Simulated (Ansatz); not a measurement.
Basis-set extrapolation for CH$_{8}$OSi$_{3}$ (PBE0-D4/def2-TZVP geometry, frozen core, the Gaussian-basis code of Ansatz). Multiplicity 1, RHF reference.

```tsv
	def2-TZVPP	def2-QZVPP
HF	-984.305812	-984.338949
MP2 correlation	-0.778341	-0.835217
CCSD(T) correlation	-0.873767	not run
```

Energies in hartree. Use E(X) = E(∞) + A·exp(−7.88·√X) for Hartree–Fock and E(X) = E(∞) + B·X^(−2.97) for correlation, with X = 3 and 4, and add CCSD(T) minus MP2 of the smaller set to the MP2 limit.

Problem. What is the CCSD(T) energy at the basis-set limit?

Solution. HF limit: -984.338949 + (-0.033137) × 0.13774 = -984.34351. MP2 limit: -0.835217 + (-0.056876) × 0.74074 = -0.87735. Higher-order term: -0.873767 − (-0.778341) = -0.09543. Total: -985.31629 hartree, 85.8 kcal/mol below CCSD(T)/def2-TZVPP.
